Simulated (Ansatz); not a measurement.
Species: sum formula H$_{4}$SiSO$_{3}$, net charge 0, singlet state. SMILES: O[Si](S)(O)O
Geometry from a B3LYP-D3(BJ)/def2-TZVP (Ansatz, a quantum-chemistry and plane-wave program) optimisation:
```xyz
9

O      0.5711    -0.1832     1.6663
Si    -0.2167    -0.1738     0.2354
O     -0.5207    -1.7395    -0.1244
O     -1.6636     0.5950     0.2326
S      1.0110     0.8759    -1.1583
H      0.3597    -0.9015     2.2704
H     -1.0819    -1.9271    -0.8812
H     -1.6689     1.5454     0.3742
H      2.1556     0.3238    -0.7216
```

Parts of the frozen-core correlation energy in aug-cc-pV(D+d)Z (Ansatz, hartree). Frozen orbitals: 13; correlated occupied orbitals by spin: 16 and 16; virtual: 140 and 140. Spin-orbit coupling is left out. Non-relativistic.

```csv
term,value
reference (HF),-913.63066
MP2 opposite-spin,-0.62220
MP2 same-spin,-0.22510
CCSD correlation,-0.87853
(T),-0.02700
T1 diagnostic,0.014
largest doubles amplitude,0.012
```
